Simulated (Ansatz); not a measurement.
Program: Ansatz. Geometries: PBE0-D4/def2-TZVP. ΔE: electronic, gas phase. CCSD(T)/CBS is the MP2 limit (def2-TZVPP, def2-QZVPP) plus CCSD(T) − MP2 in def2-TZVPP, frozen cores. This one scheme is used for every species. For Ge, Se outer-core shells are correlated without core-valence functions, which leaves a few kJ/mol of doubt a bond. Scalar relativity is left out up to krypton. Each species was taken in one conformer, which may not be the lowest.

`C=[C]([GeH3])[SeH]` + H–F → `C=C(F)[SeH]` + GeH₄  (substitution at a C–Ge bond)

```tsv
species	HF/def2-TZVPP energy (Eh)
`C=[C]([GeH3])[SeH]`	-4554.42917
H–F	-100.06520
`C=C(F)[SeH]`	-2576.79744
GeH₄	-2077.67888
```

(1) Work out ΔE.

Largest T1 diagnostic among the species: 0.012.

Answers

(1) ΔE = (-2576.79744) + (-2077.67888) − (-4554.42917) − (-100.06520) = 0.01805 Eh = +11.3 kcal/mol. CCSD(T)/CBS gives +18.9 kcal/mol.

In def2-TZVPP, CCSD(T) changes the Hartree–Fock value by +6.3 kcal/mol (the triples alone add +0.6 kcal/mol) and MP2 by +9.8 kcal/mol. From PBE to PBE0 (25 % exact exchange), in def2-TZVPP and without D4, ΔE moves by +1.7 kcal/mol.
